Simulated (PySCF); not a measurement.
Job for PySCF: R-M06-2X/def2-TZVPP on H2 (SMILES [H][H]).

```python
from pyscf import gto, dft

mol = gto.M(
    atom='''
    H     0.00000000   -0.00000000    0.38043305
    H    -0.00000000    0.00000000   -0.38043305
    ''',
    basis='def2-tzvpp',
    charge=0, spin=0, verbose=4, max_memory=1800)
mf = dft.RKS(mol, xc='m062x').density_fit(auxbasis='def2-universal-jkfit')
mf.grids.level = 4
mf.conv_tol = 1e-9
mf.max_cycle = 150
mf.kernel()
mf.dip_moment()
```

Predict the final total energy.

-1.1686 hartree.
